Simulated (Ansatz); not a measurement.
BGeH5 (SMILES [BH2][GeH3]) moved off its minimum; all values from Ansatz (a quantum-chemistry and plane-wave program), cores frozen in correlated methods.
(charge 0, multiplicity 1)
```xyz
7

B     -1.6800     0.0056    -0.3263
Ge     0.5477    -0.1266     0.1548
H      1.2875    -1.0319    -0.5026
H      0.9464     1.5144    -0.5545
H      0.4440     0.0778     1.7112
H     -2.4720     0.7685    -0.0275
H     -2.0209    -1.0476    -0.9579
```

```tsv
level	largest force (eV/Å)	on atom	rms difference from CCSD(T)/cc-pVTZ (eV/Å)	dipole (D)
HF/def2-TZVPP	9.29	Ge2	0.159	1.17
PBE/def2-TZVPP	8.34	Ge2	0.147	0.83
r2SCAN/def2-TZVPP	8.50	Ge2	0.142	0.86
B3LYP/def2-TZVPP	8.51	Ge2	0.116	0.92
wB97M-V/def2-TZVPP	8.65	Ge2	0.139	0.97
MP2/cc-pVTZ	8.99	Ge2	0.085	1.00
CCSD(T)/cc-pVTZ	8.82	Ge2	0.000	0.95
```

The differences count from one level among others, with limits of its own. Forces at CCSD(T)/cc-pVTZ (eV/Å):

```tsv
atom	Fx	Fy	Fz
B1	2.327	-3.358	-0.998
Ge2	-5.026	7.094	1.503
H3	2.886	-3.723	-2.155
H4	-0.194	-2.183	1.057
H5	0.688	-0.352	-0.414
H6	-0.683	1.128	0.422
H7	0.002	1.394	0.586
```
